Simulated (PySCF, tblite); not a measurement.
Isomers of C9H8F2. Computed values, GFN2-xTB/tblite, gas phase, harmonic and unscaled. Errors from tens to a few hundred cm⁻¹ against measured bands are possible. One conformer each.

Electronic energies: PBE0/pcSseg-1 single points on the GFN2-xTB geometries (PySCF, gas phase).

```csv
SMILES,"electronic energy, lowest = 0 (kcal/mol)"
CC1=C[C@@H]2C(F)=C(F)[C@@H]3[C@H]1[C@@H]32,40.9
C=Cc1ccccc1C(F)F,0.0
C=C1C=CC=CC(C(F)F)=C1,27.4
```

Problem. How do GFN2-xTB zero-point energies change the relative energies?

Solution. 
| SMILES | ZPE (kcal/mol) | of it from modes above 1550 cm⁻¹ | electronic (kcal/mol) | with ZPE, lowest = 0 (kcal/mol) | lowest mode (cm⁻¹) | rings |
| --- | --- | --- | --- | --- | --- | --- |
| C=Cc1ccccc1C(F)F | 88.7 | 42.0 | 0.0 | 0.0 | 49 | 1 |
| C=C1C=CC=CC(C(F)F)=C1 | 88.4 | 44.2 | 27.4 | 27.1 | 20 | 1 |
| CC1=C[C@@H]2C(F)=C(F)[C@@H]3[C@H]1[C@@H]32 | 89.9 | 39.9 | 40.9 | 42.1 | 109 | 3 |

The zero-point energies span 1.5 kcal/mol, from `C=C1C=CC=CC(C(F)F)=C1` to `CC1=C[C@@H]2C(F)=C(F)[C@@H]3[C@H]1[C@@H]32`. The order is unchanged.

Problem. And how do the electronic energies of GFN2-xTB itself compare?

Solution. `C=Cc1ccccc1C(F)F` 0.0; `C=C1C=CC=CC(C(F)F)=C1` 26.1; `CC1=C[C@@H]2C(F)=C(F)[C@@H]3[C@H]1[C@@H]32` 8.1 kcal/mol, lowest = 0. Against the energies above, taken from the same isomer `C=Cc1ccccc1C(F)F`, the largest difference is 32.8 kcal/mol.
